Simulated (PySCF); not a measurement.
**Relaxation of triplet PdSe₂**

Level of theory: PySCF, UPBE0, basis Pd def2-SVP with ECP28, Se def2-SVP (scalar-relativistic core potentials, no spin–orbit coupling, density fitting). A (50,194) grid was used.

A hand-made bent start, of C2v symmetry, held to at least that symmetry:

Coordinates in bohr (charge 0 multiplicity 3):
```
Pd    0.0000    0.0000   -1.4603
Se    3.4675    0.0000    0.9676
Se   -3.4675    0.0000    0.9676
```

Optimiser trace:
```
step  E − E(last) (kJ/mol)  largest gradient (Eh/bohr)
   0                  8.85                     0.01121
   1                  6.83                     0.00717
   2                  4.77                     0.01746
   3                  2.41                     0.00643
   4                  1.46                     0.00434
   5                  0.02                     0.00123
   6                  0.00                     0.00021
   7                  0.00                     0.00001
```

It ends at C2v with Pd–Se 2.272 Å (×2); Se–Pd–Se 91.0° (after a last refinement on a finer grid). A frequency run shows a minimum. Other isomers or separated fragments may lie lower.

Open d and f shells are described by one determinant, and the ground state may have another occupation or spin.
